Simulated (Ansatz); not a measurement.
Reaction (isomerisation): `BC/N=C/[SeH]` → `CB(N)C=[Se]`

Isolated molecules relaxed with PBE0-D4/def2-TZVP in Ansatz; ΔE leaves out vibrations. CCSD(T)/CBS adds triple-zeta CCSD(T) − MP2 to the extrapolated MP2 energy (def2 sets, frozen cores). DFT in def2-TZVPP. For Se outer-core shells are correlated without core-valence functions, which leaves a few kJ/mol of doubt a bond. Scalar relativity is left out up to krypton. One conformer a species, not always the lowest.

`BC/N=C/[SeH]`:

```xyz
11

B    -1.528    0.270    1.439
C    -0.324   -0.495    0.824
N     0.687    0.312    0.192
C     0.936    0.118   -1.020
Se    2.225    1.193   -1.913
H    -1.555    1.462    1.501
H    -2.427   -0.376    1.894
H     0.120   -0.981    1.714
H    -0.671   -1.337    0.198
H     0.452   -0.645   -1.643
H     2.086    0.478   -3.188
```

`CB(N)C=[Se]`:

Z-matrix (Å, degrees):
```
C
B 1 1.566
H 1 1.093 2 113.5
H 1 1.094 2 110.7 3 122.0
H 1 1.094 2 110.5 3 -121.7
N 2 1.396 1 121.6 3 1.3
C 2 1.575 1 122.9 3 -178.7
H 6 1.007 2 123.4 1 179.9
H 6 1.006 2 123.0 1 -0.3
Se 7 1.757 2 125.3 1 2.0
H 7 1.093 2 118.6 1 -178.3
```

CCSD(T)/CBS gives -259.8 kJ/mol.

Problem. Another level gave -240.5 kJ/mol. Which?
A. B2PLYP/def2-TZVPP
B. ωB97X-V/def2-TZVPP
C. PBE/def2-TZVPP
D. PBE0-D4/def2-TZVPP

Solution. C. PBE -240.5, B2PLYP -249.2, PBE0-D4 -244.8, ωB97X-V -234.6 kJ/mol.

Largest T1 diagnostic among the species: 0.014.

In def2-TZVPP, CCSD(T) changes the Hartree–Fock value by −27.2 kJ/mol (the triples alone add −4.2 kJ/mol) and MP2 by −34.3 kJ/mol.
